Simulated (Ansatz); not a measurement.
A nudged elastic band was laid between two geometries of C₂H₇FGeO (12 atoms, charge 0, multiplicity 1).

Theory: Ansatz 0.2.0, RKS PBE0/def2-SVP.

```json
{
  "movable images": "4",
  "climbing image": "no",
  "spring": "5.0 eV/Å²",
  "optimiser": "quadratic models (default)",
  "start path": "through a guess of the saddle point",
  "force threshold": "0.03 eV/Å",
  "iteration limit": "60",
  "end points": "relaxed"
}
```

Initial state:

```xyz
12
Properties=species:S:1:pos:R:3
C -1.780 0.067 0.981
O -0.687 0.507 0.208
C 0.246 -0.451 -0.069
F -0.275 -1.415 -0.918
Ge 1.775 0.425 -0.975
H -1.441 -0.358 1.944
H -2.371 -0.694 0.445
H -2.414 0.941 1.180
H 0.549 -0.996 0.851
H 2.417 1.445 -0.020
H 2.806 -0.651 -1.356
H 1.253 1.125 -2.237
```

Final state:

```xyz
12
Properties=species:S:1:pos:R:3
C -1.820 0.040 0.906
O -0.756 0.443 0.074
C 0.300 -0.422 0.033
F -0.057 -1.604 -0.598
Ge 1.754 0.433 -1.007
H -2.273 -0.900 0.550
H -2.576 0.837 0.881
H -1.479 -0.100 1.949
H 0.621 -0.715 1.055
H 2.220 1.710 -0.287
H 2.927 -0.555 -1.120
H 1.215 0.777 -2.403
```

(1) Which bonds break or form, and what moves?

(2) What energy profile does the band end with?

(3) What is the geometry of the highest image?

The band took 16 iterations and of the order of 7 core-minutes.

Answers

(1) No bond is made or broken. The dihedral H6–C1–O2–C3 goes from 57 to -63°. The two ends are copies of one structure, up to a mirror image or an exchange of like atoms.

(2) The forces met the threshold. The highest image is number 2 of 0 to 5, 1.4 kcal/mol above the ends, which have the same energy within 2 meV. No image climbed, so the highest image needn't sit at the top of the path.

```
image  path coordinate (Å)  energy (kcal/mol)  dihedral H6–C1–O2–C3 (°)
    0                 0.00                0.0                        57
    1                 0.68                0.4                        39
    2                 1.36                1.4                        11
    3                 2.03                1.3                       -20
    4                 2.71                0.4                       -46
    5                 3.39                0.0                       -63
```

(3) 
```xyz
12
Properties=species:S:1:pos:R:3:forces:R:3
C -1.786 0.031 0.987 0.01 0.01 0.00
O -0.711 0.456 0.177 0.01 -0.01 0.02
C 0.294 -0.446 -0.019 0.00 0.02 0.00
F -0.150 -1.528 -0.763 -0.01 0.00 -0.02
Ge 1.733 0.465 -1.033 0.00 0.00 -0.01
H -1.557 -0.919 1.499 0.01 0.01 0.02
H -2.691 -0.116 0.377 0.00 -0.02 -0.01
H -1.990 0.805 1.743 -0.02 0.01 -0.01
H 0.650 -0.872 0.943 0.00 -0.01 -0.01
H 2.263 1.659 -0.220 0.00 -0.01 0.01
H 2.872 -0.537 -1.288 0.00 0.00 0.00
H 1.149 0.947 -2.368 0.00 0.00 0.00
```

Run time: 3.8 min on 2 threads of Arm Neoverse V2 (shared host), peak memory 0.32 GiB.
